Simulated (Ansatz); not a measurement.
Job for Ansatz (a first-principles code): R-RI-MP2/aug-cc-pV(Q+d)Z on ClH3O (a complex), monomers drawn apart or pushed together. Files ending in .json are basis or fitting sets from the Basis Set Exchange.

Ansatz 0.2 input:
```yaml
crystal:
  periodic: [false, false, false]
  atoms:
    - {symbol: O, position_ang: [0.21157495, 0.56181731, 0.17730787]}
    - {symbol: H, position_ang: [0.72367650, -0.15697846, -0.20989852]}
    - {symbol: H, position_ang: [-0.66149254, 0.51654990, -0.22834170]}
    - {symbol: Cl, position_ang: [0.05707228, 0.35058009, 4.05305466]}
    - {symbol: H, position_ang: [0.13291127, 0.47090743, 2.75655194]}
basis:
  gaussian:
    orbitals: aug-cc-pV_Q+d_Z.json
    fitting: {mean_field: def2-universal-JKFIT, correlation: aug-cc-pVQZ-RIFIT.json}
magnetization: {spin_polarized: false}
correlation: {method: mp2, electrons: outside_noble_gas}
scf: {lower_state_search: off}
```

Output:

```
WARN ansatz: RAYON_NUM_THREADS=1 ignored (pool sized by the plan → 1); use --threads N
Functional definition: HF
these checks for a lower state are left out or cut short: stability, starts, cluster_reference, orbital_swaps, neighbouring_geometries, increment
integrals: 0.27 GiB planned
259 factors; integrals over basis functions are off by at most 5.6e0 eV
mean field: 0.44 GiB planned
mean field evaluation 1: about -14588.0991 eV, gradient 3.4e1 eV
mean field evaluation 2: about -14589.5133 eV, gradient 2.2e1 eV
mean field evaluation 4: about -14590.2331 eV, gradient 7.0e-1 eV
mean field -14590.23558217 eV, -536.1812680279 hartree, gradient 2.8e-6 eV, S^2 0.000000; 0 other end points of the search recorded, 0 dependent functions left out
6 core orbitals not correlated
602 factors; their error is unknown
reference -14590.23558217 eV, -536.1812680279 hartree; 8, 8 occupied and 293, 293 virtual orbitals, 602 factors
second order -13.95284795 eV of doubles, -0.00000000 eV of singles
Total energy: -14604.18843012 eV, -536.6940257326 hartree
Checks for a lower state left out: stability, starts, cluster_reference, orbital_swaps, neighbouring_geometries, increment
```

Self-consistency was reached.

Cost: roughly 2.9 core-seconds.
